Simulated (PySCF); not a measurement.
**Dipole response of Cd (cadmium, neutral)**

[Kr] 4d10 5s1 5p1, high-spin 3P determinant (an excited configuration). Calculation: PySCF 2.14, in aug-cc-pwCVTZ-PP with ECP28MDF; a scalar-relativistic core potential. Coupled (time-dependent) response in atomic units; α is the mean over directions.

```json
{"method": "UHF", "mean α (bohr³)": "81.75", "α xx, yy, zz": "66.85, 111.6, 66.85", "C₆ (like pair)": "845.0", "S(−4)": "4177"}
{"method": "PBE", "mean α (bohr³)": "87.39", "α xx, yy, zz": "60.45, 141.3, 60.45", "C₆ (like pair)": "872.6", "S(−4)": "6709"}
{"method": "PBE0", "mean α (bohr³)": "83.05", "α xx, yy, zz": "60.69, 127.8, 60.69", "C₆ (like pair)": "832.5", "S(−4)": "5321"}
```

S(−4) is the Cauchy moment in α(ω) = α(0) + S(−4) ω² + …

Spin-orbit coupling is absent.

α(iu) at PBE:

```
u (hartree)  α(iu) (bohr³)
          0          87.39
     0.0500          74.75
      0.100          56.31
      0.200          32.62
      0.300          21.04
      0.500          11.52
      0.750          7.216
       1.00          5.225
       1.50          3.273
       2.00          2.284
       3.00          1.298
       5.00         0.5768
```

A single London oscillator, α(iu) = α/(1 + u²/ω²), gives C₆ = (3/4) ω α². Matching the computed C₆ needs ω = 4 × 872.6 / (3 × 87.39²) = 0.152 hartree.

The components differ because the open shell of this determinant is not spherical; for a pure term their mean is the scalar polarisability.

Energies and moments cover only the electrons outside the core potential.
